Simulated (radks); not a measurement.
Results of a calculation; reference values are marked as such.
How relativity changes the ionisation of neutral lutetium ([Xe] 4f14 5d1 6s2) to Lu+ ([Xe] 4f14 6s2). Spin-unpolarised spherical Kohn-Sham, PBE, point nucleus unless stated (finite: rms radius 5.37 fm), a radial shooting solver on a logarithmic mesh with Libxc functionals. A level marked "c x" has the speed of light scaled by that factor and shares open shells by 2j + 1; other Dirac levels either fill j = l - 1/2 first or share by 2j + 1.

level	E(Lu) (hartree)	E(Lu+) (hartree)	IE (eV)	HOMO	<r> HOMO (bohr)
non-rel.	-13855.5896	-13855.3554	6.374	5d	2.667
scalar-rel.	-14563.3445	-14563.1513	5.256	5d	2.930
scalar-rel., finite nucleus	-14561.4707	-14561.2775	5.257	5d	2.930
Dirac, 2j+1 shares	-14581.0882	-14580.8950	5.258	5d5/2	3.007
Dirac, low j first	-14581.0951	-14580.8950	5.447	5d3/2	2.853
Dirac, 2j+1 shares, finite nucleus	-14579.1991	-14579.0058	5.260	5d5/2	3.006
Dirac, c x 0.75	-15336.9929	-15336.8301	4.431	5d5/2	3.413
Dirac, c x 1.25	-14295.3956	-14295.1878	5.655	5d5/2	2.868
Dirac, c x 1.5	-14152.7312	-14152.5154	5.874	5d5/2	2.801

NIST Atomic Spectra Database: 5.426 eV (measured). The relativistic part of the total energy of Lu is -723.6 hartree (Dirac, 2j+1 shares, finite nucleus), 5.2 % of the non-relativistic value. Spin polarisation and multiplet splitting of open shells are left out at every level.

Beside tabulated values, note that relativity, absent from the non-relativistic runs, is large for the heavy elements, and spin-unpolarised runs miss the spin-polarisation part of the exchange energy of open shells.
